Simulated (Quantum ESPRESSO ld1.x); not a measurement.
Results of a calculation; reference values are marked as such.
Orbital eigenvalues (eV) of the hafnium ion Hf2+, [Xe] 4f14 5d2, at several levels of relativity; Dirac values are averaged over j with weights 2j + 1. Spin-unpolarised spherical Kohn-Sham, PW91, point nucleus, ld1.x of Quantum ESPRESSO 7.5. A level marked "c x" has the speed of light scaled by that factor and shares open shells by 2j + 1; other Dirac levels either fill j = l - 1/2 first or share by 2j + 1.

| shell | non-rel. | Dirac, low j first | Dirac, c x 0.75 | Dirac, c x 100 | change of magnitude, last against first (%) |
|---|---|---|---|---|---|
| 2s | -9844.8 | -11159 | -12612 | -9844.9 | 0.00 |
| 2p | -9425.0 | -9863.3 | -10321 | -9425.1 | 0.00 |
| 3s | -2234.5 | -2553.9 | -2903.4 | -2234.5 | 0.00 |
| 3p | -2041.3 | -2161.6 | -2282.6 | -2041.3 | 0.00 |
| 3d | -1680.9 | -1667.4 | -1652.4 | -1680.9 | 0.00 |
| 4s | -447.70 | -526.32 | -614.90 | -447.70 | 0.00 |
| 4p | -368.04 | -396.39 | -426.37 | -368.04 | 0.00 |
| 4d | -223.50 | -221.09 | -219.19 | -223.50 | 0.00 |
| 5s | -70.069 | -81.762 | -96.410 | -70.069 | 0.00 |
| 5p | -48.159 | -50.863 | -54.651 | -48.159 | 0.00 |
| 4f | -37.930 | -31.646 | -27.407 | -37.930 | 0.00 |
| 5d | -17.336 | -16.616 | -16.444 | -17.336 | 0.00 |
